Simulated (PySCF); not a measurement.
Input for PySCF: D3(BJ) and D4 dispersion corrections on H2 (SMILES [H][H]).

```python
from pyscf import gto
from pyscf.dispersion import dftd3, dftd4

mol = gto.M(
    atom='''
    H     0.47026707    0.19333344    3.02195296
    H    -0.21461953   -0.09247748    2.96600832
    ''',
    basis='def2-svp',
    charge=0, spin=0, verbose=0, max_memory=1800)
d3, d4 = {}, {}
for xc in ['hf', 'pbe', 'blyp', 'revpbe', 'tpss', 'r2scan', 'b3lyp', 'pbe0', 'bhlyp', 'camb3lyp', 'b2plyp']:
    d3[xc] = float(dftd3.DFTD3Dispersion(mol, xc=xc, version='d3bj', atm=False).get_dispersion()['energy'])
    print(f'D3(BJ) {xc:10s} {d3[xc]:14.8f} Eh')
for xc in ['hf', 'pbe', 'blyp', 'revpbe', 'tpss', 'r2scan', 'b3lyp', 'pbe0', 'bhlyp', 'camb3lyp', 'b2plyp']:
    d4[xc] = float(dftd4.DFTD4Dispersion(mol, xc={'camb3lyp': 'cam-b3lyp'}.get(xc, xc), atm=True).get_dispersion()['energy'])
    print(f'D4     {xc:10s} {d4[xc]:14.8f} Eh')
```

It printed:

```
D3(BJ) hf            -0.00117380 Eh
D3(BJ) pbe           -0.00009174 Eh
D3(BJ) blyp          -0.00017717 Eh
D3(BJ) revpbe        -0.00027730 Eh
D3(BJ) tpss          -0.00010510 Eh
D3(BJ) r2scan        -0.00002154 Eh
D3(BJ) b3lyp         -0.00014083 Eh
D3(BJ) pbe0          -0.00006894 Eh
D3(BJ) bhlyp         -0.00009781 Eh
D3(BJ) camb3lyp      -0.00005082 Eh
D3(BJ) b2plyp        -0.00005583 Eh
D4     hf            -0.00039020 Eh
D4     pbe           -0.00007418 Eh
D4     blyp          -0.00017993 Eh
D4     revpbe        -0.00039477 Eh
D4     tpss          -0.00010104 Eh
D4     r2scan        -0.00001842 Eh
D4     b3lyp         -0.00011576 Eh
D4     pbe0          -0.00005902 Eh
D4     bhlyp         -0.00006405 Eh
D4     camb3lyp      -0.00005560 Eh
D4     b2plyp        -0.00005062 Eh
```

The run finished.

Cost: around 0.03 core-seconds (rough).
